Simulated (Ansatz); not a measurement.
Two isomers of CH7BSi2: A = `BC1[SiH2][SiH2]1`, B = `B1[SiH2]C[SiH2]1`.

Program: Ansatz. Geometries: PBE0-D4/def2-TZVP. ΔE: electronic, gas phase. CBS: MP2 limit from def2 TZ/QZ plus the TZ coupled-cluster correction, frozen cores. DFT in def2-TZVPP.

Which is lower in electronic energy at CCSD(T)/CBS, and by how much? (Estimate.)

Ansatz gave: A, by 18.0 kJ/mol.

Give E(B) − E(A) in kJ/mol with BLYP-D4, PBE-D4, HF/def2-TZVPP, r2SCAN-D4, MP2/def2-TZVPP, PBE0-D4, LDA (SPW92). (Best estimate.)

Computed: BLYP-D4 24.4, PBE-D4 23.6, HF/def2-TZVPP 2.5, r2SCAN-D4 24.9, MP2/def2-TZVPP 27.5, PBE0-D4 18.9, LDA (SPW92) 29.4. None reverses the order clearly.

Does the order hold for the free energy at 298.15 K (harmonic terms from PBE0-D4)? (Estimate.)

Ansatz gave: Yes: G(B) − G(A) = +20.0 kJ/mol.

Largest T1 diagnostic: 0.014.

At CCSD(T), def2-SVP lies +3.1 kJ/mol from the extrapolated value and def2-TZVPP +0.0 kJ/mol. From r2SCAN to r2SCAN0 (25 % exact exchange), in def2-TZVPP and without D4, E(B) − E(A) moves by −3.1 kJ/mol.
